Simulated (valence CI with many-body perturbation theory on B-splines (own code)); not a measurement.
# Hg⁶⁷⁺: key properties

Method: configuration interaction combined with many-body perturbation theory (CI+MBPT): three valence electrons over a frozen Dirac-Fock core [Ne], radial functions for each j: 9 s, 9 p, 8 d, 6 f, 3 g, 1 h, with the one-electron correlation potential Σ1, the two-electron term Σ2, the three-electron term Σ3, Breit, model QED; selected CI, second order for the rest, scaled by the run's own slope (own B-spline code, finite nucleus).

The last digits are not significant, and no measured levels were compared; by estimate large intervals hold to a few tenths of a per cent, small ones and those within an open d or f shell to about a per cent.

Levels are named by their leading jj configuration (3d3/2^4 stands for four electrons in 3d with j = 3/2), which in mixed levels can hold well under half, so a name can repeat and another be missing.

Rates and lifetimes use the calculated energies. Strong lines usually hold to 10 to 20 %, long lifetimes can be off by a factor of two.

(1) What is the ground level?

(2) Where does the other parity begin?

(3) What are the static dipole polarisabilities of the lowest levels?

(4) What is the ionisation energy?

(5) Among levels below 12641 × 10³ cm⁻¹, which E1 lines absorb most strongly from the ground level?

(6) Name the longest-lived excited levels whose lifetime is computed, and their main decay.

(7) How well does LS coupling describe the low levels?

Results:

(1) (3s^2 3p1/2) J=1/2, composition 100 % 3s2 3p 2P°, g = 0.643.

(2) At (3s 3p1/2^2) J=1/2, 1537.6 × 10³ cm⁻¹.

(3) (3s^2 3p1/2) J=1/2 0.00183 bohr³, of which the core gives 3.10e-05.

(4) 8162.4 eV; NIST lists 8160 ± 40 eV (theoretical).

(5) to (3s^2 3d3/2) J=3/2 at 1.573 nm, f = 0.540; to (3s 3p1/2 3p3/2) J=1/2 at 1.676 nm, f = 0.230; to (3s 3p1/2 3p3/2) J=3/2 at 1.704 nm, f = 0.119.

(6) (3s 3p3/2 3d5/2) J=9/2 at 12599 × 10³ cm⁻¹ lives 1.49 ns, mostly by M1 to (3s 3p1/2 3d5/2) J=7/2.

(7) Among the lowest 20 levels the leading LS term, summed over configurations, holds 60 % on average. For single configurations the figures are 58 % in LS and 92 % in jj coupling. Terms mix most in the J = 3/2 level at 7878.2 × 10³ cm⁻¹, where the leading one holds 32 %.
